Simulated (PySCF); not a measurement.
Be(Cl)(SMe) (CH₃BeClS), SMILES [Be]([S]C)[Cl]. Atoms are numbered in the order given.

```xyz
7

Be     0.2660    -0.5073     0.0000
Cl    -0.1543    -2.2757     0.0000
S      0.7094     1.3331     0.0000
C     -0.9795     2.0949     0.0000
H     -1.5440     1.8177     0.9002
H     -0.8277     3.1825     0.0000
H     -1.5440     1.8177    -0.9002
```

Coordinates come from a B3LYP-D3(BJ)/def2-SVP optimisation. One conformer was computed; it need not be the lowest.

All values below come from PBE0/pcJ-1 (PySCF).

Isotropic couplings with Fermi-contact, spin-dipole and both spin-orbit terms, one fixed conformer, no vibrational averaging. Isotopes: 13C, 1H.

```csv
pair,bonds apart,J (Hz)
C4–H5,1,…
C4–H6,1,…
C4–H7,1,…
H5–H6,2,-13.8
H5–H7,2,-10.9
H6–H7,2,-13.8
```

**Question.** Some entries are withheld; supply them. (An estimate is asked for; the answer gives what the named calculation found.)

**Answer.** 
- C4–H5, J (Hz): 143.0
- C4–H6, J (Hz): 142.9
- C4–H7, J (Hz): 143.0
